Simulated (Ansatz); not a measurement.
Complex (SMILES): F (HF) with S (H2S), atoms 1 to 2 the first; geometry from B3LYP-D3(BJ)/def2-TZVP, monomers rigid:
```xyz
5

F      1.0514    -0.0999    -0.0372
H      0.2433     0.3752     0.0204
S     -1.5978     1.6545     0.0327
H     -1.5779     1.8425    -1.2976
H     -0.9121     2.7859     0.2673
```

Basis-set convergence of the uncorrected interaction energy at MP2 with Ansatz (a quantum-chemistry and plane-wave program). All functions are spherical. Cores are frozen. No added dispersion term, no relativity. Functions are those of the species that has most. Reference: the counterpoise-corrected one, Hartree-Fock in aug-cc-pV(Q+d)Z plus the correlation part extrapolated as X^-3 from aug-cc-pV(T+d)Z and aug-cc-pV(Q+d)Z, -5.44 kcal/mol, itself unsure by roughly 0.05 kcal/mol (a third of the extrapolation step and of the last Hartree-Fock step, counterpoise-corrected). Deviations are taken from unrounded values.

```csv
basis,functions,uncorrected interaction energy (kcal/mol),minus reference (kcal/mol)
pcseg-0,28,-4.54,0.91
pcseg-1,47,-4.60,0.84
def2-SVPD,74,-6.18,-0.74
aug-cc-pV(D+d)Z,82,-5.67,-0.22
pcseg-2,106,-5.51,-0.07
def2-TZVPD,113,-5.32,0.12
jun-cc-pV(T+d)Z,129,-5.48,-0.04
def2-TZVPPD,142,-5.51,-0.07
aug-cc-pV(T+d)Z,170,-5.75,-0.31
pcseg-3,223,-5.60,-0.16
def2-QZVPPD,244,-5.42,0.02
aug-cc-pV(Q+d)Z,307,-5.62,-0.18
pcseg-4,389,-5.55,-0.11
```

The smallest set listed that lies within 0.5 kcal/mol of the reference with all its larger relatives (same family, alike in diffuse functions; a set with none counts only in the reference's own line) is aug-cc-pV(D+d)Z (82 functions, -0.22 kcal/mol off).
